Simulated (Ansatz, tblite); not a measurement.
Cost and result up the ladder for Cs2I2⁻ (4 atoms). Charge -1, multiplicity 2. Geometry: PBE-D4/def2-SVPD.

```xyz
4

Cs   -0.340    2.447   -0.133
Cs    0.352   -2.446    0.135
I     0.161   -0.127   -2.750
I    -0.173    0.126    2.749
```

Ansatz on 4 threads of Arm Neoverse V1 on a shared host; xTB runs through tblite on one thread. Times are rough, summed over both states, and most runs start from the orbitals of an earlier one. ωB97X-V/def2-TZVPD serves as the yardstick here, not as an exact answer. Differences are given only for rows in sets of like size (and for xTB, whose basis is part of the method), since another set adds its own error. The other state is a quartet at its own geometry, which has other bonds, so the gap mixes isomer and spin.

In the def2 sets Cs, I take a core potential; there is no spin–orbit coupling. The xTB rows come from tblite. LC-ωPBE has ω = 0.4 bohr⁻¹. HSE06 is defined as in plane-wave codes, on full-range PBE exchange. Correlated methods freeze 8 core orbitals; core or outer-core shells of Cs, I are correlated, in sets that lack core-valence functions. The rows differ in basis, and correlated rows in double-zeta sets carry the largest basis error. In CCSD on the charge -1 doublet the largest single amplitude is 0.56, so its Hartree–Fock determinant may place the open shell otherwise than the density functionals do. HOMO above LUMO, or a gap near zero within one spin, warns that the state may not be the lowest or that an electron is smeared out. The structure comes from a short search, and lower isomers may exist.

Run but left out: HF/def2-SVPD, HF/def2-TZVPD, MP2/def2-SVPD, MP2/def2-TZVPD (doublet: a determinant that CCSD turns far, T1 0.076).

Correlated methods converge slowly with the basis, most of all in double-zeta sets.

xTB has no spin-polarisation term.

```json
{"level": "RPA@PBE/def2-TZVPD", "functions": "182", "quartet − doublet (eV)": "2.82", "difference from ωB97X-V/def2-TZVPD (eV)": "-0.31", "remarks": "–"}
{"level": "PBE-D4/def2-TZVPD", "functions": "182", "quartet − doublet (eV)": "2.82", "difference from ωB97X-V/def2-TZVPD (eV)": "-0.31", "remarks": "HOMO above zero (doublet), HOMO above zero (quartet), gap within one spin near zero (doublet)"}
{"level": "r2SCANh-D4/def2-TZVPD", "functions": "182", "quartet − doublet (eV)": "3.04", "difference from ωB97X-V/def2-TZVPD (eV)": "-0.09", "remarks": "HOMO above zero (doublet), HOMO above zero (quartet)"}
{"level": "ωB97X-V/def2-TZVPD", "functions": "182", "quartet − doublet (eV)": "3.12", "difference from ωB97X-V/def2-TZVPD (eV)": "0.00", "remarks": "–"}
{"level": "r2SCAN-D4/def2-TZVPD", "functions": "182", "quartet − doublet (eV)": "3.02", "difference from ωB97X-V/def2-TZVPD (eV)": "-0.10", "remarks": "HOMO above zero (doublet), HOMO above zero (quartet), gap within one spin near zero (doublet)"}
{"level": "GFN2-xTB", "functions": "26", "quartet − doublet (eV)": "4.58", "difference from ωB97X-V/def2-TZVPD (eV)": "1.46", "remarks": "–"}
{"level": "HSE06-D4/def2-TZVPD", "functions": "182", "quartet − doublet (eV)": "2.98", "difference from ωB97X-V/def2-TZVPD (eV)": "-0.15", "remarks": "HOMO above zero (doublet), HOMO above zero (quartet), gap within one spin near zero (doublet)"}
{"level": "CCSD(T)/def2-SVPD", "functions": "124", "quartet − doublet (eV)": "2.85", "difference from ωB97X-V/def2-TZVPD (eV)": "–", "remarks": "large T1 (0.076) (doublet)"}
{"level": "GFN1-xTB", "functions": "26", "quartet − doublet (eV)": "3.23", "difference from ωB97X-V/def2-TZVPD (eV)": "0.11", "remarks": "–"}
{"level": "LC-ωPBE/def2-TZVPD", "functions": "182", "quartet − doublet (eV)": "3.13", "difference from ωB97X-V/def2-TZVPD (eV)": "0.01", "remarks": "–"}
{"level": "PBE0-D4/def2-TZVPD (with forces)", "functions": "182", "quartet − doublet (eV)": "2.94", "difference from ωB97X-V/def2-TZVPD (eV)": "-0.19", "remarks": "HOMO above zero (doublet)"}
```

Question: Estimate how long each takes.

Answer: GFN1-xTB 0.005 s; GFN2-xTB 0.008 s; PBE-D4/def2-TZVPD 13 s; PBE0-D4/def2-TZVPD (with forces) 20 s; HSE06-D4/def2-TZVPD 21 s; LC-ωPBE/def2-TZVPD 24 s; RPA@PBE/def2-TZVPD 26 s; r2SCAN-D4/def2-TZVPD 30 s; r2SCANh-D4/def2-TZVPD 36 s; ωB97X-V/def2-TZVPD 78 s; CCSD(T)/def2-SVPD 3.8 min. On shared hardware such times vary by a factor of up to 3.
